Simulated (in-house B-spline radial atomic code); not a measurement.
The numbers below are computed, except where a source is named.
Correlation energy from the adiabatic connection: −V exp(−r²/w²), V = 4.32, w = 2.79

Two electrons in a singlet, external potential −V exp(−r²/w²), V = 4.32, w = 2.79 (atomic units). Full CI in B-splines (partial waves to l = 8, correlation up to 0.6 % small) with the density held fixed gives W(λ) = <V_ee>_λ − U, and E_c is the integral of W(λ) − W(0) from 0 to 1.

| λ | W(λ) − W(0) (hartree) |
| --- | --- |
| 0 | 0.00000 |
| 0.02 | -0.00195 |
| 0.05 | -0.00483 |
| 0.12 | -0.01133 |
| 0.25 | -0.02263 |
| 0.4 | -0.03453 |
| 0.6 | -0.04876 |
| 0.8 | -0.06135 |
| 1 | -0.07257 |

Integrate the table by the trapezoid rule.

The strips give -0.00002, -0.00010, -0.00057, -0.00221, -0.00429, -0.00833, -0.01101, -0.01339, which sum to -0.03991 hartree. The direct value, W(1) − W(0) + T_c with T_c = 0.03255, is -0.04002; the curve is convex, so chords lie above it and the trapezoids fall short in size by 0.26 %.

Now use only three numbers: W(0) = -0.69643, the initial slope W'(0) = -0.09825 (extrapolated from the first points) and the strong-coupling limit of the point-charge-plus-continuum model, W∞ = -0.95945. What do second-order theory and the interpolation W(λ) = W∞ + (W(0) − W∞)/√(1 + 2χλ) of Seidl, Perdew and Levy give?

Second order keeps the slope alone: E_c = W'(0)/2 = -0.04913, +23 % in size against -0.04002. Matching the slope fixes χ = W'(0)/(W∞ − W(0)) = -0.09825/(-0.26302) = 0.37355. Integrating, with s = √(1 + 2χ) = 1.321776, E_c = −(W(0) − W∞)(s − 1)/(s + 1) = −0.26302 × 0.321776/2.321776 = -0.03645 hartree, -8.9 % in size against the full result. At λ = 1 the formula gives W − W(0) = -0.06403 against -0.07257. Part of the miss can come from the model's W∞.
